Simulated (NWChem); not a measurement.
System: CH₅BeNS; SMILES C[S][Be][NH2]

NWChem input:

```
start job
memory heap 200 mb stack 900 mb global 1100 mb
geometry units angstroms
  Be    -0.647992     0.506229     0.693498
  N     -1.880575     1.155128     1.259256
  H     -2.608632     0.717620     1.794868
  H     -2.134179     2.130522     1.203182
  S      0.930788    -0.318264    -0.011312
  C      0.486736    -0.868851    -1.700629
  H     -0.324067    -1.594836    -1.651652
  H      1.371455    -1.354596    -2.101547
  H      0.203560    -0.023585    -2.309650
end
basis spherical
  * library def2-svp
end
dft
  xc pbe0
  iterations 150
end
driver
  maxiter 120
end
task dft optimize
task dft freq
```

The level has its own optimisation; frequencies are unscaled.

### Question
Predict the main results of this run. (PBE0/def2-SVP.) Quantities: r Be–N (Å); r Be–S (Å); r H–N (Å); r C–S (Å); highest harmonic frequency (cm⁻¹); lowest (cm⁻¹); zero-point energy (kcal/mol); dipole (D).

### Answer
The r Be–N (Å) is 1.499. The r Be–S (Å) comes out as 1.901 and the r H–N (Å) is 1.015. The r C–S (Å) is 1.832 and the highest harmonic frequency (cm⁻¹) comes out as 3701. The lowest (cm⁻¹) is 52, the zero-point energy (kcal/mol) is 41.7 and the dipole (D) is 2.29.
